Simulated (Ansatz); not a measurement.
Total energies of CH5ClSSn, SMILES `C[S][SnH2][Cl]`.

```xyz
9

C    -0.551   -0.459    1.459
S    -1.363    0.535    0.171
Sn    0.424    0.671   -1.387
Cl    0.978   -1.521   -1.991
H    -0.240   -1.426    1.068
H     0.301    0.065    1.892
H    -1.298   -0.617    2.238
H    -0.094    1.480   -2.787
H     1.843    1.272   -0.662
```

The species carries charge 0 and has multiplicity 1. Correlated methods include outer-core shells of Sn, which these sets cover unevenly. Sn takes the def2 core potential. Geometry: relaxed with PBE0-D4/def2-TZVP. It is one conformer, not always the lowest. Basis def2-TZVPP, the Gaussian-basis code of Ansatz.

RPA on PBE orbitals: Hartree–Fock energy of these orbitals -1111.20321 Eh, correlation -1.39296 Eh (frozen core).

```
             functional  energy without D4 (Eh)  D4 term (kJ/mol)
            LDA (SPW92)             -1110.30830                 –
                    PBE             -1113.47989             -23.4
                 revPBE             -1113.77954             -59.2
                   BLYP             -1113.81245             -49.6
                 r2SCAN             -1113.90347              -5.5
                 B97M-V             -1113.69263                 –
                   PBE0             -1113.57015             -20.1
                  B3LYP             -1114.01427             -38.2
                r2SCANh             -1113.88758              -6.0
                r2SCAN0             -1113.86497              -6.8
HSE06 (plane-wave form)             -1113.55065             -19.1
                  BHLYP             -1113.80431             -33.7
              CAM-B3LYP             -1113.88600             -21.0
                LC-ωPBE             -1113.67876                 –
                ωB97X-V             -1113.74885                 –
                ωB97M-V             -1113.78158                 –
                 B2PLYP             -1113.39606                 –
               PBE-QIDH             -1113.20127                 –
```

B3LYP takes the VWN-RPA correlation (the form of Gaussian; ORCA's B3LYP/G). HSE06 is the plane-wave form, built on full-range PBE exchange. The double hybrids freeze the cores in their second-order part.

LC-ωPBE has ω = 0.4 bohr⁻¹.
